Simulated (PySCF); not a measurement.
Labels have come off several samples. The candidates:

A. `C[C@H]1CCCNN1`
B. `O=Cc1c2ccc-2c1[SiH3]`
C. `InChI=1S/C5H3FO/c1-2-5(7)3-4-6/h1,3-4H/b4-3+`
D. `F[C@@H]([SiH3])[Si@@H](Cl)C(F)(F)F`
E. `C[Si](C)(C)c1cncpc1`

Spectrum 1. ¹H NMR (500 MHz, computed): δ 5.64 (m, 1H), 5.30 (m, 1H), 4.14 (m, 3H). ¹³C{¹H} NMR (computed): δ 137.5 (C), 86.3 (CH).

Spectrum 2. ¹H NMR (500 MHz, computed): δ 10.76 (m, 1H), 9.73 (m, 1H), 9.26 (m, 1H), 0.32 (s, 9H). ¹³C{¹H} NMR (computed): δ 192.1 (CH), 180.1 (CH), 155.7 (CH), 140.9 (C), -0.8 (CH3).

Spectrum 3. ¹H NMR (500 MHz, computed): δ 2.92 (m, 1H), 2.91 (m, 1H), 2.86 (br s, 1H), 2.36 (m, 1H), 2.00 (br s, 1H), 1.58 (m, 1H), 1.56 (m, 1H), 1.27 (m, 1H), 1.05 (m, 1H), 1.00 (d, 3H). ¹³C{¹H} NMR (computed): δ 59.6 (CH), 52.0 (CH2), 37.6 (CH2), 32.7 (CH2), 22.7 (CH3).

Spectrum 4. ¹H NMR (500 MHz, computed): δ 9.86 (s, 1H), 8.21 (d, 1H), 7.74 (d, 1H), 4.46 (s, 3H). ¹³C{¹H} NMR (computed): δ 192.0 (CH), 155.9 (C), 154.6 (CH), 149.5 (C), 146.3 (C), 141.3 (CH), 139.7 (C).

Spectrum 5. ¹H NMR (500 MHz, computed): δ 8.03 (dd, J = 84.7, 12.2 Hz, 1H), 6.44 (dd, J = 13.6, 12.2 Hz, 1H), 2.85 (s, 1H). ¹³C{¹H} NMR (computed): δ 177.5 (C, d, J = 19.8 Hz), 176.5 (CH, d, J = 366.8 Hz), 120.9 (CH, d, J = 5.9 Hz), 88.3 (CH), 87.1 (C).

Theoretical values (PySCF 2.14.0 with density-fitted response routines): GIAO PBE0/pcSseg-1 shieldings, coordinates at the GFN2-xTB level, couplings computed with B3LYP/pcJ-1 (spin–dipole term left out of most H,H and C,H couplings). Equivalent nuclei averaged, one conformer, in vacuum, non-relativistic.

Scale: TMS for ¹H and ¹³C (reference shieldings calculated alike). Multiplet labels drop J under 1 Hz and among equivalent protons, and merge close values. Unscaled 3J(H,H) run several per cent high. Splittings of carbon signals by F and P are missing where no couplings were computed. Where no couplings were computed, multiplicities follow the n + 1 count of equivalent neighbours, and m marks all less simple cases (inequivalent or close neighbours, rings, F or P nearby). One-bond C–F couplings are unscaled and too large by tens of Hz. Shifts are as computed. Against solution values, carbons near 30 ppm lie about +3 ppm off and those near 130 ppm about +5 ppm. Of 1211 compounds with measured shifts, 218 miss one by over three times the rms of a fit or turn the order of signals round; such compounds aren't used in these exercises. OH and NH positions are gas-phase values without hydrogen bonding to other molecules.

Q: Which spectrum belongs to which compound?

A: 1–D, 2–E, 3–A, 4–B, 5–C.

- Spectrum 1 (D): 2 ¹³C signals; δC 137.5 is a CF3 carbon; δC 86.3 is an sp3 CH bonded to F and 2 Si.
- Spectrum 2 (E): 5 ¹³C signals; δC 192.1 is an aromatic CH next to a ring nitrogen; δC 155.7 is an aromatic CH next to a ring nitrogen.
- Spectrum 3 (A): 5 ¹³C signals; δC 59.6 is an sp3 CH bonded to N; δC 52.0 is an sp3 CH2 bonded to N.
- Spectrum 4 (B): 7 ¹³C signals; δC 192.0 is an aldehyde carbonyl carbon; δH 9.86 is the hydrogen on an aldehyde carbonyl carbon.
- Spectrum 5 (C): 5 ¹³C signals; δC 176.5 is a β carbon of a C=C–C=O unit; δC 120.9 is an α carbon of a C=C–C=O unit.
